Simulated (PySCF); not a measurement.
1,1-difluoroethane (C2H4F2), SMILES CC(F)F. Atoms are numbered in the order given.

```xyz
8

C     -1.3641     0.0873     0.0000
C      0.0706    -0.3506     0.0000
F      0.7071     0.1348    -1.0922
F      0.7071     0.1348     1.0922
H     -1.4052     1.1858     0.0000
H     -1.8769    -0.2914    -0.8946
H     -1.8769    -0.2914     0.8946
H      0.1928    -1.4491     0.0000
```
Charge 0, spin multiplicity 1.

The structure is a stationary point at PBE0-D3(BJ)/def2-SVP.

Method: PBE0-D3(BJ)/def2-SVP in PySCF 2.14.0.

Frequencies are harmonic and unscaled.

Computed harmonic wavenumbers and intensities:
```csv
mode,ν (cm⁻¹),IR (km/mol),Raman (Å⁴/amu),depolarisation,moving atoms (share of kinetic energy)
1,247,0.1,0.0,–,H 94 %
2,385,0.1,0.3,0.75,"F 47 %, H 30 %, C 23 %"
3,476,13.5,0.9,0.63,"F 49 %, C 31 %, H 21 %"
4,581,5.3,0.8,0.63,"F 59 %, C 22 %, H 19 %"
5,891,5.3,5.5,0.27,"H 44 %, C 34 %, F 21 %"
6,969,32.3,3.5,0.75,"H 54 %, C 26 %, F 20 %"
7,1157,28.2,2.5,0.35,"C 56 %, H 43 %"
8,1190,106.9,3.9,0.65,"C 46 %, H 27 %, F 27 %"
9,1194,169.4,2.6,0.75,"C 51 %, H 28 %, F 21 %"
10,1371,1.2,0.7,0.74,"H 80 %, C 20 %"
11,1404,40.1,12.9,0.75,"H 83 %, C 15 %"
12,1440,68.2,3.8,0.62,"H 70 %, C 29 %"
13,1461,37.3,13.3,0.73,"H 80 %, C 19 %"
14,1462,0.5,7.2,0.75,H 92 %
15,3078,21.5,37.7,0.26,H 95 %
16,3081,32.9,192.6,0.10,H 93 %
17,3189,5.7,51.5,0.74,"H 90 %, C 10 %"
18,3191,4.2,57.8,0.75,"H 90 %, C 10 %"
```
